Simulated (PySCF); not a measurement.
## How methods differ on the ionisation energy of Nb³⁰⁺

Nb³⁰⁺ [Ne] 3s1 (2S) → Nb³¹⁺ [Ne] (1S), as a difference of total energies. All numbers are calculated (PySCF 2.14, scalar relativity by spin-free X2C-1e, in an uncontracted even-tempered set (18 s from 4.1 bohr⁻², ratio 2.5; 11 p from 5.4 bohr⁻², ratio 2.5; 5 d from 20 bohr⁻², ratio 2.7; 4 f from 30 bohr⁻², ratio 2.7)). Correlated levels: outer shells: 1s2 frozen; virtual orbitals above 40 to 60 times the deepest correlated orbital energy dropped. The calculations carry no spin-orbit coupling.

```csv
method,ionisation energy (eV)
UHF,1684.2
MP2 (outer shells),1684.9
SCS-MP2 (outer shells),1684.7
CCSD (outer shells),1684.9
CCSD(T) (outer shells),1684.9
```

Breit and QED terms and the two-electron picture change are absent.

For comparison: 1684.97 ± 0.05 eV (semi-empirical (NIST evaluation); NIST Atomic Spectra Database, ionization energies).
